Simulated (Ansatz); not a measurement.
MoI4. Charge 0, multiplicity 3. Geometry r2SCAN-D4/def2-SVP; atoms count from 1.

```tsv
atom	x (Å)	y (Å)	z (Å)
Mo1	0.0000	0.0000	0.0000
I2	1.3639	0.8806	2.0163
I3	1.5351	-1.4195	-1.5263
I4	-0.9416	2.0014	-1.3449
I5	-1.9574	-1.4625	0.8549
```

In the def2 sets I, Mo take a core potential; there is no spin–orbit coupling.

(1) Estimate the Mulliken populations from the PBE0/def2-TZVP orbitals of Ansatz.

(2) Where does the spin sit?

(3) And the Mayer bond orders between bonded heavy atoms (over 0.3)?

Results:

(1) 
```json
{"atom": "Mo1", "charge (e)": "0.65", "spin (α − β)": "1.89", "d electrons": "4.43"}
{"atom": "I2", "charge (e)": "-0.16", "spin (α − β)": "0.03", "d electrons": "–"}
{"atom": "I3", "charge (e)": "-0.16", "spin (α − β)": "0.03", "d electrons": "–"}
{"atom": "I4", "charge (e)": "-0.16", "spin (α − β)": "0.03", "d electrons": "–"}
{"atom": "I5", "charge (e)": "-0.16", "spin (α − β)": "0.03", "d electrons": "–"}
```
Mulliken values and Mayer orders depend strongly on the basis.

(2) Summed by element: Mo 1.89, I 0.11, of 2 unpaired in all. Largest on single atoms: Mo1 1.89, I2 0.03, I3 0.03.

(3) Mo1–I2 1.27 (2.59 Å); Mo1–I3 1.27 (2.59 Å); Mo1–I4 1.27 (2.59 Å); Mo1–I5 1.27 (2.59 Å).
